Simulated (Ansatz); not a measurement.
CH₅GeO, SMILES `[CH2][GeH2][OH]` radical. The species carries charge 0 and has multiplicity 2. The geometry is a stationary point of PBE0-D4/def2-TZVP. It is one conformer, not always the lowest.

```xyz
8

C    -0.501    1.252   -0.540
Ge    0.227   -0.189    0.476
O     0.135   -1.586   -0.630
H    -0.578    2.262   -0.155
H    -0.861    1.086   -1.549
H    -0.589   -0.486    1.755
H     1.699    0.056    0.882
H     0.467   -2.395   -0.238
```

Task: What is the dipole moment at r2SCAN/def2-TZVPP? (Estimate.)

Result: Computed: 1.03 D, with components (0.31, 0.21, 0.96) D in this frame, pointing from negative to positive charge.

Task: And with PBE, B3LYP, ωB97M-V? (Best estimate.)

Result: Computed: PBE 1.00 D, B3LYP 1.10 D, ωB97M-V 1.11 D.

Task: Give the Mulliken charges with r2SCAN, B3LYP, PBE in def2-TZVPP. (Best estimate.)

Result: Ansatz gave: 
| atom | r2SCAN | B3LYP | PBE |
| --- | --- | --- | --- |
| C1 | -0.30 | -0.33 | -0.29 |
| Ge2 | 0.44 | 0.41 | 0.36 |
| O3 | -0.45 | -0.43 | -0.39 |
| H4 | 0.10 | 0.12 | 0.11 |
| H5 | 0.12 | 0.13 | 0.12 |
| H6 | -0.05 | -0.04 | -0.04 |
| H7 | -0.05 | -0.04 | -0.04 |
| H8 | 0.19 | 0.17 | 0.17 |

B3LYP here is the variant with VWN-RPA as its local correlation; programs differ in this.
